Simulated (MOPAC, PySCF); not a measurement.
CClF3, SMILES `FC(Cl)(F)F`, neutral singlet in the gas phase. 

Cartesian coordinates (Å):
```xyz
5

F     -0.5263    -0.7284    -1.0078
C     -0.0767     0.0045    -0.0040
F     -0.4511     1.2579    -0.1932
F     -0.6192    -0.4352     1.1182
Cl     1.6734    -0.0989     0.0868
```
Charge 0, spin multiplicity 1.

All levels are single points at this geometry (PBE0-D3(BJ)/def2-TZVP); Pople sets use spherical d functions. Orbital energies aren't observables, and empty levels follow the basis.

```json
[
 {"level": "PBE-D3(BJ)/def2-TZVP in PySCF", "HOMO (eV)": "-8.45", "LUMO (eV)": "-1.06", "gap (eV)": "7.39", "dipole (D)": "0.25", "vertical IE, Delta-SCF (eV)": "–"},
 {"level": "PBE0-D3(BJ)/def2-TZVP in PySCF", "HOMO (eV)": "-10.05", "LUMO (eV)": "0.11", "gap (eV)": "10.16", "dipole (D)": "0.35", "vertical IE, Delta-SCF (eV)": "–"},
 {"level": "B3LYP/6-311+G** in PySCF", "HOMO (eV)": "-9.89", "LUMO (eV)": "-0.58", "gap (eV)": "9.32", "dipole (D)": "0.48", "vertical IE, Delta-SCF (eV)": "–"},
 {"level": "B3LYP/6-31G* in PySCF", "HOMO (eV)": "-9.49", "LUMO (eV)": "0.12", "gap (eV)": "9.62", "dipole (D)": "0.05", "vertical IE, Delta-SCF (eV)": "12.72"},
 {"level": "B3LYP/LANL2DZ in PySCF", "HOMO (eV)": "-10.18", "LUMO (eV)": "-0.40", "gap (eV)": "9.78", "dipole (D)": "0.51", "vertical IE, Delta-SCF (eV)": "–"},
 {"level": "BP86/6-31G* in PySCF", "HOMO (eV)": "-8.27", "LUMO (eV)": "-0.78", "gap (eV)": "7.49", "dipole (D)": "0.11", "vertical IE, Delta-SCF (eV)": "–"},
 {"level": "M06-2X/6-31G* in PySCF", "HOMO (eV)": "-11.34", "LUMO (eV)": "1.48", "gap (eV)": "12.81", "dipole (D)": "0.13", "vertical IE, Delta-SCF (eV)": "–"},
 {"level": "HF/3-21G in PySCF", "HOMO (eV)": "-14.03", "LUMO (eV)": "4.60", "gap (eV)": "18.63", "dipole (D)": "0.31", "vertical IE, Delta-SCF (eV)": "–"},
 {"level": "PM3 in MOPAC", "HOMO (eV)": "-11.88", "LUMO (eV)": "-0.57", "gap (eV)": "11.31", "dipole (D)": "0.70", "vertical IE, Delta-SCF (eV)": "–"}
]
```
